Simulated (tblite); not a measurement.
C6H6ClF2 (doublet state).
Atom-mapped SMILES: `[F:1][C@@H:2]1[CH:3][C@:4]2([CH2:5]1)[CH2:6][C@:7]2([F:8])[Cl:9]` (hydrogens: H10 on C2; H11 on C3; H12, H13 on C5; H14, H15 on C6)

Computed with GFN2-xTB (tblite): harmonic, unscaled wavenumbers at the GFN2-xTB geometry, gas phase. Errors from tens to a few hundred cm⁻¹ against measured bands are possible. Open shells enter through the occupations alone, without spin polarisation, and single modes of such species can be off by tens of per cent.

Harmonic wavenumbers (cm⁻¹): 61.1, 113.1, 133.9, 230.7, 314.1, 317.0, 349.6, 366.6, 411.5, 422.7, 532.0, 568.1, 618.3, 792.9, 813.1, 878.2, 903.8, 933.7, 982.1, 1015.9, 1027.5, 1035.9, 1071.3, 1096.3, 1149.0, 1183.1, 1189.5, 1234.3, 1260.5, 1270.9, 1363.8, 1414.3, 1439.9, 2875.1, 3020.9, 3031.5, 3083.9, 3113.1, 3179.9.

A = 2421, B = 876.3, C = 800.8 MHz; mass 151.013 u (most abundant isotopes); point group C1, symmetry number 1; spin multiplicity 2.

Problem. What is the zero-point energy?

Solution. ½Σν̃ = 22400 cm⁻¹ = 267.96 kJ/mol.

Problem. Entropy at 200 K, 1 bar (ideal gas, RRHO, classical rotation)?

Solution. Translation 163.13, rotation 118.98, vibration 57.00, spin (R ln 2) 5.76: S = 344.9 J/(mol K).

Problem. And Cp and H(200 K) − H(0)?

Solution. Cp = 105.57 J/(mol K), of which vibrations give 72.31 (their classical limit is 39 R = 324.3); H(200 K) − H(0) = 13.30 kJ/mol without the zero-point energy, 6.65 from vibrations.

Problem. Blend soft modes into free rotors: weight 1/[1 + (100 cm⁻¹/ν̃)⁴] for the oscillator and the rest for a rotor with moment μB/(μ + B), μ = h/(8π²ν), B = 10⁻⁴⁴ kg m². What vibrational entropy results?

Solution. 54.48 J/(mol K) in place of 57.00, which changes −T·S at 200 K by +0.50 kJ/mol.

Problem. Which modes carry the vibrational entropy at 200 K?

Solution. 61.1 cm⁻¹: 15.22; 113.1 cm⁻¹: 10.25; 133.9 cm⁻¹: 8.94; 230.7 cm⁻¹: 5.00; 314.1 cm⁻¹: 3.11; 317.0 cm⁻¹: 3.06 J/(mol K); the other 33 give 11.43 together.

Problem. What must be added to the electronic energy to get the Gibbs energy at 200 K and 1 bar?

Solution. ZPE + [H(200 K) − H(0)] − T·S = 267.96 + 13.30 − 68.97 = 212.29 kJ/mol.

Hindered rotation and anharmonicity are outside this model. The structure is chiral; the term R ln 2 for an equal mix with its mirror image is left out.
